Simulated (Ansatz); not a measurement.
`CB(C)C[SiH3]` + HCl → `CB(C)Cl` + `C[SiH3]`  (ligand exchange at a B–C bond)

Computed with Ansatz on PBE0-D4/def2-TZVP structures; ΔE is electronic, products minus reactants. CBS: MP2 limit from def2 TZ/QZ plus the TZ coupled-cluster correction, frozen cores. This one scheme is used for every species. One conformer a species, not always the lowest.

| species | CCSD(T)/CBS(def2) energy (Eh) |
| --- | --- |
| `CB(C)C[SiH3]` | -434.67777 |
| HCl | -460.38127 |
| `CB(C)Cl` | -564.35192 |
| `C[SiH3]` | -330.73916 |

Work out ΔE.

ΔE = (-564.35192) + (-330.73916) − (-434.67777) − (-460.38127) = -0.03204 Eh = -20.1 kcal/mol.

Largest T1 diagnostic among the species: 0.010.

Leaving LDA and LC-ωPBE aside and taking each functional with its dispersion term where it has one, the values, not all of them listed here, spread over 2.4 kcal/mol, from B2PLYP to revPBE-D4. LDA lies +1.9 kcal/mol from PBE without D4. At CCSD(T), def2-SVP lies −2.2 kcal/mol from the extrapolated value and def2-TZVPP +0.1 kcal/mol.
